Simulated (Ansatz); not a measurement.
Z-matrix (Å, degrees):
```
Si
O 1 1.669
H 1 1.484 2 109.6
H 1 1.477 2 105.3 3 119.9
H 1 1.484 2 109.6 3 -120.2
C 2 1.335 1 125.0 3 60.5
C 6 1.345 2 123.7 1 -180.0
H 6 1.092 2 116.1 1 0.0
B 7 1.513 6 118.4 2 -180.0
H 7 1.087 6 117.2 2 0.0
H 9 1.197 7 122.0 6 180.0
H 9 1.201 7 119.0 6 -0.0
```

Charge 0, multiplicity 1.

Problem. List the B3LYP/def2-TZVPP orbital energies in eV (Ansatz). (Best estimate.)

Solution. Ansatz gave: Occupied: -1800.12, -521.83, -279.28, -276.23, -183.04, -144.58, -99.94, -99.88, -99.87, -29.39, -20.98, -17.03, -15.75, -13.79, -13.19, -12.22, -12.13, -10.40, -9.88, -9.54, -9.34, -8.74, -7.34. Lowest empty: -1.77, -0.46, 0.72, 0.76, 1.17, 1.38, 1.83, 2.05.

B3LYP here is the variant with VWN-RPA as its local correlation; programs differ in this.
